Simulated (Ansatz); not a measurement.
Cs2H3⁻. Total charge -1; singlet. Geometry PBE0-D4/def2-TZVPD; atoms count from 1.

```xyz
5

Cs    0.088   -2.144    0.183
Cs   -3.129    0.827    0.936
H     1.435    0.499   -0.502
H     2.146    0.282   -0.688
H    -0.541    0.536    0.072
```

In the def2 sets Cs takes a core potential; there is no spin–orbit coupling. The restricted singlet is unstable: a solution with broken spin symmetry lies lower. The highest occupied level of the charge -1 singlet lies above zero (up to 0.32 eV). Its loss leaves the charge 0 doublet, which lies 0.53 eV higher (vertical, at PBE0-D4/def2-TZVPD), but this difference is unsure: the doublet is doubtful (geometry relaxed on an unsound state). In the singlet, H3 and H4 lie 0.77 Å apart (atoms count from 1), so H2 has formed as a molecule. The geometry of the singlet was relaxed on an unsound state (restricted singlet, unstable towards broken spin symmetry). At PBE0-D4/def2-TZVPD a triplet of charge -1 lies 0.20 eV below the restricted singlet, each at its own geometry. The structure comes from a short search, and lower isomers may exist.

Question: Estimate the Mulliken populations from the PBE0/def2-TZVPD orbitals of Ansatz.

Answer: 
```json
{"atom": "Cs1", "charge (e)": "0.02"}
{"atom": "Cs2", "charge (e)": "-0.29"}
{"atom": "H3", "charge (e)": "-0.30"}
{"atom": "H4", "charge (e)": "0.11"}
{"atom": "H5", "charge (e)": "-0.54"}
```
Mulliken values and Mayer orders depend strongly on the basis. With diffuse functions, as here, like atoms can get unlike values, and bond orders can come out too low or too high.

Question: And the Mayer bond orders between bonded heavy atoms (over 0.3)?

Answer: Cs1–Cs2 0.98 (4.44 Å).
